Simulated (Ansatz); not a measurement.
Species: SeO2, charge 1, doublet. SeO2+ (parent SMILES O=[Se]=O, doublet).
B3LYP-D3(BJ)/def2-TZVP minimum from Ansatz (a first-principles code):
```
Se
O 1 1.5820
O 1 1.7306 2 104.39
```
Charge +1, spin multiplicity 2.

Total energies in cc-pVDZ, 17 correlated electrons, 16 frozen orbitals. Radicals and triplets start from unrestricted determinants; spin-orbit coupling is neglected. Cores are frozen in correlated methods (noble-gas shells, and filled d and f shells in the p block). No relativity. The determinant of O2Se+ (parent SMILES O=[Se]=O, doublet) is a saddle point of the SCF energy; a lower one exists, which strains HF and MP2. The spin of O2Se+ (parent SMILES O=[Se]=O, doublet) was assumed, and the state is the lowest solution found for it.

| method | program | energy (Eh) | minus CCSDT(Q) (mEh) |
|---|---|---|---|
| HF | Ansatz | -2549.04821 | 510.46 |
| MP2 | Ansatz | -2549.52126 | 37.41 |
| CCSD | Ansatz | -2549.52967 | 28.99 |
| CCSD(T) | Ansatz | -2549.55206 | 6.61 |
| CCSDT(Q) | Ansatz | -2549.55867 | 0.00 |

Rough core times of Ansatz's runs on a shared machine: CCSD(T) 3 min, CCSDT(Q) 7 min.
